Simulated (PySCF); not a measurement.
HO2 (SMILES [O]O), doublet, at a GFN2-xTB geometry; B3LYP/3-21G (PySCF).

Here is a job for PySCF.
```python
from pyscf import gto, scf, dft

mol = gto.Mole()
mol.atom = '''
    O     0.06734955    0.70545160   -0.04079075
    O     0.02832837   -0.59600105   -0.02035813
    H    -0.76542330   -0.87560443    0.48919096
'''
mol.basis = '3-21g'
mol.spin = 1
mol.verbose = 4
mol.build()

mf = dft.UKS(mol)
mf.xc = 'b3lyp'
mf.kernel()
mf.analyze()
```

It wrote (shortened):

```
PySCF version 2.14.0

[INPUT] verbose = 4
[INPUT] num. atoms = 3
[INPUT] num. electrons = 17
[INPUT] charge = 0
[INPUT] spin (= nelec alpha-beta = 2S) = 1
[INPUT] symmetry False subgroup None
[INPUT] Mole.unit = angstrom
[INPUT] Symbol           X                Y                Z      unit          X                Y                Z       unit  Magmom
[INPUT]  1 O      0.067349550000   0.705451600000  -0.040790750000 AA    0.127272204113   1.333110318136  -0.077083345916 Bohr   0.0
[INPUT]  2 O      0.028328370000  -0.596001050000  -0.020358130000 AA    0.053532860855  -1.126278754453  -0.038471290108 Bohr   0.0
[INPUT]  3 H     -0.765423300000  -0.875604430000   0.489190960000 AA   -1.446440406361  -1.654652566156   0.924436937013 Bohr   0.0

nuclear repulsion = 32.5822320066434
number of shells = 12
number of NR pGTOs = 33
number of NR cGTOs = 20
basis = 3-21g
ecp = {}

******** <class 'pyscf.dft.uks.UKS'> ********
method = UKS
initial guess = minao
damping factor = 0
level_shift factor = 0
DIIS = <class 'pyscf.scf.diis.CDIIS'>
diis_start_cycle = 1
diis_space = 8
diis_damp = 0
SCF conv_tol = 1e-09
SCF conv_tol_grad = None
SCF max_cycles = 50
direct_scf = True
direct_scf_tol = 1e-13
number electrons alpha = 9  beta = 8
XC library pyscf.dft.libxc version 7.1.2
    S. Lehtola, C. Steigemann, M. J. T. Oliveira, and M. A. L. Marques,  SoftwareX 7, 1–5 (2018)
XC functionals = b3lyp
    P. J. Stephens, F. J. Devlin, C. F. Chabalowski, and M. J. Frisch,  J. Phys. Chem. 98, 11623 (1994)
radial grids:
    Treutler-Ahlrichs [JCP 102, 346 (1995); DOI:10.1063/1.469408] (M4) radial grids

becke partition: Becke, JCP 88, 2547 (1988); DOI:10.1063/1.454033
pruning grids: <function nwchem_prune>
grids dens level: 3
symmetrized grids: False
atomic radii adjust function: <function treutler_atomic_radii_adjust>
small_rho_cutoff = 0
Set gradient conv threshold to 3.16228e-05
tot grids = 37976
init E= -150.162342061282

cycle= 1 E= -150.020521193445  delta_E= 0.142  |g|= 0.259  |ddm|= 1.28
cycle= 2 E= -150.000098007823  delta_E= 0.0204  |g|= 0.387  |ddm|= 0.552
cycle= 3 E= -150.054119966615  delta_E= -0.054  |g|= 0.084  |ddm|= 0.286
cycle= 4 E= -150.056352628669  delta_E= -0.00223  |g|= 0.0278  |ddm|= 0.0624
cycle= 5 E= -150.056636059317  delta_E= -0.000283  |g|= 0.00366  |ddm|= 0.0194
cycle= 6 E= -150.056647836581  delta_E= -1.18e-05  |g|= 0.00153  |ddm|= 0.00529
cycle= 7 E= -150.056649220265  delta_E= -1.38e-06  |g|= 0.00015  |ddm|= 0.00207
cycle= 8 E= -150.056649244989  delta_E= -2.47e-08  |g|= 3.29e-05  |ddm|= 0.000273
cycle= 9 E= -150.056649247046  delta_E= -2.06e-09  |g|= 6.54e-06  |ddm|= 0.000101
cycle= 10 E= -150.056649247142  delta_E= -9.54e-11  |g|= 1.38e-06  |ddm|= 2.66e-05
Extra cycle  E= -150.056649247143  delta_E= -1.19e-12  |g|= 2.04e-06  |ddm|= 3.8e-06
converged SCF energy = -150.056649247143  <S^2> = 0.75141803  2S+1 = 2.0014175
**** SCF Summaries ****
Total Energy =                        -150.056649247142985
Nuclear Repulsion Energy =              32.582232006643402
One-electron Energy =                 -271.025408831817117
Two-electron Energy =                   88.386527578030709
Two-electron Coulomb Energy =          105.823358917502432
DFT Exchange-Correlation Energy =      -17.436831339471720
**** MO energy ****
                             alpha | beta                alpha | beta
MO #1   energy= -19.1481260142838  | -19.1398658049267  occ= 1 | 1
MO #2   energy= -19.0941176972439  | -19.0752776531908  occ= 1 | 1
MO #3   energy= -1.21264381669833  | -1.18525318728623  occ= 1 | 1
MO #4   energy= -0.852679173018003 | -0.814210916327134 occ= 1 | 1
MO #5   energy= -0.544886090817353 | -0.526641857867269 occ= 1 | 1
MO #6   energy= -0.479407845097895 | -0.432372926221331 occ= 1 | 1
MO #7   energy= -0.448694817675006 | -0.400073156464556 occ= 1 | 1
MO #8   energy= -0.270092079084355 | -0.243616502354022 occ= 1 | 1
MO #9   energy= -0.263436984067441 | -0.0840870475878002 occ= 1 | 0
MO #10  energy= 0.0620749150823348 | 0.0677077331061051 occ= 0 | 0
MO #11  energy= 0.168442082202392  | 0.189545266764075  occ= 0 | 0
MO #12  energy= 0.89299650131822   | 0.893720837453601  occ= 0 | 0
MO #13  energy= 1.30322772755669   | 1.35859551710452   occ= 0 | 0
MO #14  energy= 1.3481574471678    | 1.3589574811615    occ= 0 | 0
MO #15  energy= 1.42070830936406   | 1.43400850446835   occ= 0 | 0
MO #16  energy= 1.45947424346889   | 1.5287600457415    occ= 0 | 0
MO #17  energy= 1.58378123745633   | 1.59442325453841   occ= 0 | 0

To work with the spin densities directly, `use mulliken_meta_spin()` only printing them here.

 ** Mulliken spin pop alpha/beta on meta-lowdin orthogonal AOs **
 ** Mulliken Spin Density (per AO)  **
spin_pop of  0 O 1s       -0.00001
spin_pop of  0 O 2s        0.00600
spin_pop of  0 O 3s       -0.00025
spin_pop of  0 O 2px       0.21138
spin_pop of  0 O 2py       0.00544
spin_pop of  0 O 2pz       0.50918
spin_pop of  0 O 3px       0.00013
spin_pop of  0 O 3py       0.00032
spin_pop of  0 O 3pz       0.00029
spin_pop of  1 O 1s       -0.00000
spin_pop of  1 O 2s        0.00554
spin_pop of  1 O 3s       -0.00003
spin_pop of  1 O 2px       0.08687
spin_pop of  1 O 2py      -0.01378
spin_pop of  1 O 2pz       0.20014
spin_pop of  1 O 3px       0.00009
spin_pop of  1 O 3py       0.00022
spin_pop of  1 O 3pz       0.00013
spin_pop of  2 H 1s       -0.01148
spin_pop of  2 H 2s       -0.00016
 ** Mulliken Spin Density (per atom)  **
spin density of  0 O =      0.73247
spin density of  1 O =      0.27918
spin density of  2 H =     -0.01165
 ** Mulliken pop alpha/beta on meta-lowdin orthogonal AOs **
 ** Mulliken pop       alpha | beta **
pop of  0 O 1s        0.99988 | 0.99989
pop of  0 O 2s        0.94308 | 0.93707
pop of  0 O 3s        0.00147 | 0.00172
pop of  0 O 2px       0.99434 | 0.78297
pop of  0 O 2py       0.50739 | 0.50195
pop of  0 O 2pz       0.99752 | 0.48834
pop of  0 O 3px       0.00035 | 0.00022
pop of  0 O 3py       0.00245 | 0.00213
pop of  0 O 3pz       0.00038 | 0.00010
pop of  1 O 1s        0.99986 | 0.99986
pop of  1 O 2s        0.85196 | 0.84643
pop of  1 O 3s        0.00115 | 0.00118
pop of  1 O 2px       0.83321 | 0.74634
pop of  1 O 2py       0.59105 | 0.60483
pop of  1 O 2pz       0.93120 | 0.73106
pop of  1 O 3px       0.00071 | 0.00062
pop of  1 O 3py       0.00251 | 0.00229
pop of  1 O 3pz       0.00040 | 0.00026
pop of  2 H 1s        0.33437 | 0.34586
pop of  2 H 2s        0.00671 | 0.00688
In total             9.00000 | 8.00000
 ** Mulliken atomic charges   ( Nelec_alpha | Nelec_beta ) **
charge of  0O =     -0.16125  (     4.44686      3.71439 )
charge of  1O =     -0.14492  (     4.21205      3.93287 )
charge of  2H =      0.30618  (     0.34109      0.35274 )
Dipole moment(X, Y, Z, Debye): -1.67050, -1.29856,  1.06983
```
